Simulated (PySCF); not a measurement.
C3H9NSi.
Atom-mapped SMILES: `[CH3:1][NH:2][SiH:3]1[CH2:4][CH2:5]1` (hydrogens: H6, H7, H8 on C1; H9 on N2; H10 on Si3; H11, H12 on C4; H13, H14 on C5)

Torsions of this conformer, `[CH3:1][NH:2][SiH:3]1[CH2:4][CH2:5]1`: C1–N2–Si3–C4 95°.

The closed-shell ground state was solved at several levels (PySCF, density fitting, gas phase, non-relativistic). Geometry: GFN2-xTB, one conformer, isolated molecule.

```tsv
level	basis functions	total energy (Eh)	HOMO (eV)	LUMO (eV)	gap (eV)	dipole (D)
PBE0/def2-SVPD	176	-463.4153	-6.48	0.48	6.96	1.31
PBE0/pcSseg-1	137	-463.5865	-6.48	0.80	7.28	1.45
```

(1) Estimate the row for wB97X-D/def2-SVPD, a basis of 176 functions; the other rows only guide the guess.

(2) Over all these levels, which gives the widest orbital gap and which the narrowest?

(3) How far do the dipole and the HOMO energy spread over the levels?

Answers

(1) Total energy -463.6865 Eh, HOMO -8.32 eV, LUMO 2.14 eV, gap 10.46 eV, dipole 1.40 D.

(2) wB97X-D/def2-SVPD (range-separated hybrid) has the widest, 10.46 eV, and PBE0/def2-SVPD (global hybrid, 25 % exact exchange) the narrowest, 6.96 eV. The two share the basis. From the narrowest to the widest the HOMO moves by -1.84 eV and the LUMO by +1.66 eV.

(3) The dipole runs from 1.31 to 1.45 D (mean 1.38 D) and the HOMO from -8.32 to -6.48 eV.

wB97X-D is run here without its empirical dispersion term; that term would change no orbital, density or response property at a fixed geometry.
